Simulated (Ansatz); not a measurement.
Nb3Si3. The state is a doublet with charge 0. Geometry PBE-D4/def2-SVP.

```tsv
atom	x (Å)	y (Å)	z (Å)
Nb1	1.309	0.636	0.051
Nb2	-1.021	1.553	-0.005
Nb3	-0.250	0.122	-1.838
Si4	1.023	-1.784	-0.806
Si5	-0.851	-1.046	0.461
Si6	-0.210	0.519	2.137
```

In the def2 sets Nb takes a core potential; there is no spin–orbit coupling. B3LYP takes the VWN-RPA correlation. At r2SCAN-D4/def2-TZVP, r2SCAN-D4/def2-TZVPD the charge 0 doublet is spin-contaminated (final ⟨S²⟩ up to 0.83, 0.75 for a pure state). Another isomer (doublet) lies 0.09 eV lower at PBE0-D4/def2-TZVP.

Question: Estimate the α-spin orbital energies around the gap (eV) in Ansatz with PBE-D4/def2-SVP, r2SCAN-D4/def2-TZVP, r2SCAN-D4/def2-TZVPD, B3LYP-D4/def2-TZVP, PBE0-D4/def2-SVP.

Answer: 
| orbital | PBE-D4/def2-SVP | r2SCAN-D4/def2-TZVP | r2SCAN-D4/def2-TZVPD | B3LYP-D4/def2-TZVP | PBE0-D4/def2-SVP |
| --- | --- | --- | --- | --- | --- |
| HOMO−5 | -5.37 | -5.42 | -5.42 | -5.80 | -6.10 |
| HOMO−4 | -5.08 | -5.15 | -5.16 | -5.61 | -5.92 |
| HOMO−3 | -4.91 | -4.96 | -4.97 | -5.36 | -5.65 |
| HOMO−2 | -4.59 | -4.62 | -4.62 | -5.09 | -5.39 |
| HOMO−1 | -4.30 | -4.32 | -4.32 | -4.76 | -5.01 |
| HOMO | -4.15 | -4.28 | -4.29 | -4.67 | -4.99 |
| LUMO | -3.12 | -2.89 | -2.89 | -2.59 | -2.47 |
| LUMO+1 | -3.04 | -2.88 | -2.88 | -2.47 | -2.42 |
| LUMO+2 | -2.59 | -2.37 | -2.37 | -1.99 | -1.89 |
| LUMO+3 | -2.46 | -2.22 | -2.23 | -1.95 | -1.77 |
| LUMO+4 | -2.44 | -2.18 | -2.19 | -1.92 | -1.75 |
| LUMO+5 | -2.22 | -2.02 | -2.02 | -1.72 | -1.57 |
| β HOMO | -4.24 | -4.26 | -4.27 | -4.72 | -4.97 |
| β LUMO | -3.68 | -3.43 | -3.44 | -3.00 | -2.93 |
